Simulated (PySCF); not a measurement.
# Static response to an electric field

Compound: C₄H₆Al₂Cl₂O.
Structure used (PBE0-D3(BJ)/def2-SVP), in Å, numbered top down from 1:
```
atom  x, y, z in Å
C1    -2.5584   -0.6242    0.4750
C2    -2.8604   -0.1124   -0.7534
O3    -1.8135    0.5557   -1.2587
C4    -0.7831    0.4955   -0.3552
Al5    0.8911    1.3747   -0.7623
Cl6    2.1492    1.0120    1.1346
Al7    3.1834   -0.7821    0.0758
Cl8    2.2820   -0.0887   -1.9333
C9    -1.2126   -0.2315    0.7317
H10   -3.2171   -1.2066    1.1155
H11   -3.7567   -0.1424   -1.3688
H12    1.1445    2.8084   -1.3558
H13    4.7356   -0.5070    0.0547
H14    2.4361   -2.0876    0.5485
H15   -0.6225   -0.4554    1.6190
```

Level: B3LYP/def2-SVPD (PySCF), static field, nuclei fixed, core orbitals frozen in the response. The polarisability tensor in these axes (au):

```
x   154.66   5.52   2.15
y     5.52 111.53  -8.01
z     2.15  -8.01 116.60
```

**Question.** Diagonalise the tensor; give its mean and Δα, where Δα² is half the sum of the squared differences of the eigenvalues.

**Answer.** Principal values 105.00, 122.40 and 155.39 au; mean 127.60 au = 18.91 Å³ = 21.04 × 10⁻⁴⁰ C²·m²/J; Δα = 44.33 au (35 % of the mean).

**Question.** What is the dipole moment, and where does it point?

**Answer.** (-0.71, -0.52, 0.53) D, 1.03 D in size, pointing from the negative to the positive side. Measured along this direction, the outermost atoms are H13 and H12 at the negative end and H10 at the positive end.

**Question.** What are the principal values of the traceless quadrupole moment, Θ = ½Σq(3rr − r²1), about the centre of nuclear charge?

**Answer.** -5.85, 2.14, 3.70 D·Å. The values depend on the origin, since the dipole doesn't vanish. The electronic extent ⟨r²⟩ about the same centre is 2390 bohr², a root-mean-square distance of 2.61 Å for the 98 electrons.

**Question.** Find the Langevin capture rate constant for NO+ (29.998 u) meeting this molecule (193.943 u), k = 2.342 × 10⁻⁹ cm³/s × √(α in Å³ / reduced mass in u).

**Answer.** The reduced mass is 25.98 u, so k = 2.00 × 10⁻⁹ cm³/s. The formula leaves out the permanent dipole, which adds to the capture rate.

**Question.** Sum over states: ᾱ = Σ f/ω², ω in Eh. What share falls to these 6 lowest TDDFT singlets (eV, f)? 4.82, 0.0927; 5.58, 0.1739; 5.75, 0.0416; 6.03, 0.0067; 6.06, 0.0147; 6.11, 0.0080.

**Answer.** They add up to 8.61 au, 6.7 % of the 127.60 au; the largest single term is 4.14 au, from the state at 5.58 eV. Terms in order: 2.95, 4.14, 0.93, 0.14, 0.30, 0.16 au. Higher excitations give the rest. The strengths listed sum to 0.338.

**Question.** Along which axes do the principal values lie, and how far do the nuclei extend along each?

**Answer.** Largest value along (0.99, 0.12, 0.03), where the nuclei span 8.43 Å; middle along (0.04, -0.58, 0.81), 4.44 Å; least along (-0.11, 0.81, 0.58), 3.00 Å. The response follows the extents in order.

Geometry: PBE0-D3(BJ)/def2-SVP, one conformer, isolated molecule.
